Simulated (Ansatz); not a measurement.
## MnH2, sextet: CASSCF and its corrections

Calculated in Ansatz's Gaussian-basis code. Basis def2-SVP, nonrelativistic, 5 orbitals frozen in the corrections. State-specific CASSCF; RHF is the lowest restricted (open-shell) Hartree–Fock solution met. Small basis; these aren't basis-limit values. No symmetry is imposed, so a solution can break that of the shape. Lower solutions, or ones in other orbitals, may exist.

Geometry. A bond is stretched, to 1.50 times the sum of the covalent radii.

```tsv
atom	x (Å)	y (Å)	z (Å)
H	0.0000	0.0000	2.5500
Mn	0.0000	0.0000	0.0000
H	0.0000	0.0000	-1.7000
```

Task: What do CASSCF and its corrections give against RHF in CAS(9,8), and what are the occupations?

Result: CASSCF -0.782 eV, SC-NEVPT2 -6.603 eV; occupations 2.00, 1.88, 1.00, 1.00, 1.00, 1.00, 1.00, 0.12.
